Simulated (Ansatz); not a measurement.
Relaxation of CH7NO2Si (12 atoms, charge 0, multiplicity 1), to a largest force component of 0.02 eV/Å in at most 40 steps.

Theory: RKS r2SCAN/STO-3G in Ansatz.

```xyz
12
Properties=species:S:1:pos:R:3
Si 0.000 0.000 0.000
N 0.000 0.000 1.820
H -0.877 -0.271 2.350
H 0.877 0.271 2.350
O 1.584 0.000 -0.559
H 1.901 -0.952 -0.676
C -0.881 1.526 -0.623
H -1.933 1.272 -0.867
H -0.862 2.311 0.162
H -0.370 1.903 -1.534
O -0.791 -1.371 -0.559
H -1.246 -1.837 0.213
```

Q: Where does it end, and by what steps?

A: The forces met the threshold. The force dipped under the threshold on the way, but the program's further checks kept it going. Limits of this set-up: minimal basis. After 23 steps the energy has fallen by 0.603 eV; H8 moved furthest, 0.69 Å.

| step | energy less start (eV) | largest force component (eV/Å) | accepted |
| --- | --- | --- | --- |
| 0 | 0.0000 | 3.148 | yes |
| 1 | -0.3064 | 1.568 | yes |
| 2 | -0.4159 | 1.226 | yes |
| 3 | -0.5223 | 0.637 | yes |
| 4 | -0.5029 | 1.375 | no |
| 5 | -0.5664 | 0.362 | yes |
| 6 | -0.5886 | 0.130 | yes |
| 7 | -0.5984 | 0.100 | yes |
| 8 | -0.6012 | 0.056 | yes |
| 9 | -0.6001 | 0.228 | no |
| 10 | -0.6016 | 0.053 | yes |
| 11 | -0.6020 | 0.006 | yes |
| 12 | -0.6022 | 0.034 | yes |
| 13 | -0.6023 | 0.023 | yes |
| 14 | -0.6025 | 0.041 | yes |
| 15 | -0.6027 | 0.042 | yes |
| 16 | -0.6029 | 0.043 | yes |
| 17 | -0.6030 | 0.045 | yes |
| 18 | -0.6031 | 0.033 | yes |
| 19 | -0.6032 | 0.037 | yes |
| 20 | -0.6033 | 0.023 | yes |
| 21 | -0.6034 | 0.008 | yes |
| 22 | -0.6034 | 0.021 | yes |
| 23 | -0.6035 | 0.010 | yes |

```xyz
12
Properties=species:S:1:pos:R:3
Si -0.086 -0.034 0.010
N 0.062 -0.335 1.765
H -0.888 -0.272 2.212
H 0.582 0.462 2.214
O 1.510 -0.037 -0.589
H 1.951 -0.803 -0.078
C -0.854 1.563 -0.593
H -1.904 1.642 -0.290
H -0.324 2.438 -0.201
H -0.820 1.617 -1.686
O -1.085 -1.280 -0.587
H -0.744 -2.109 -0.099
```

The run took 100 s on 1 thread of Arm Neoverse V2, on a shared host, peak memory 0.16 GiB.
